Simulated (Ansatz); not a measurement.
Harmonic frequencies (cm⁻¹) at PBE0-D4/def2-TZVP from Ansatz: 323, 346, 556, 781, 913, 937, 1026, 1223, 1344, 1606, 3222, 3244.

(1) Which molecule is it?
A. `[AlH2][CH2][AlH2]`
B. `NC=C=C=O`
C. `ClC1=CB1`
D. `ClB1C=C1`

## Answers

(1) D.
